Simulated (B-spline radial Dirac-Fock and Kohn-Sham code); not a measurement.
**Dipole and non-dipole photoemission parameters of Dy 3d5/2**

System: neutral dysprosium in the configuration [Xe] 4f10 6s2; threshold 1292.0 eV (tabulated edge). The computed values come from a radial finite-basis atomic code: Dirac-Hartree-Slater photoionisation with a Latter tail; cross sections with all multipoles, angular parameters from the dipole term and its interference with E2.

For linearly polarised light dσ/dΩ = σ/(4π) [1 + β P₂(cos θ) + (δ + γ cos²θ) sin θ cos φ], with θ from the polarisation vector and φ the angle between the beam and the projection of the electron momentum on the plane normal to the polarisation.

```csv
hν (eV),σ (kb),β,γ,δ
1520,673,0.591,-0.121,-0.009
1530,662,0.606,-0.125,-0.009
1600,591,0.703,-0.148,-0.007
2000,?,?,?,?
2530,174,1.171,0.053,0.047
2984.4,108,1.214,0.213,0.062
3570,63.2,1.225,0.404,0.079
4000,44.5,1.219,0.531,0.090
5380,17.2,1.164,0.870,0.125
6150,11.1,1.127,1.019,0.144
6940,7.39,1.088,1.154,0.164
8047.8,4.44,1.037,1.317,0.192
10900,1.52,0.920,1.627,0.263
```

Question: Give the values at 2000 eV.

Answer: σ = 333 kb, β = 1.023, γ = -0.121, δ = 0.021.
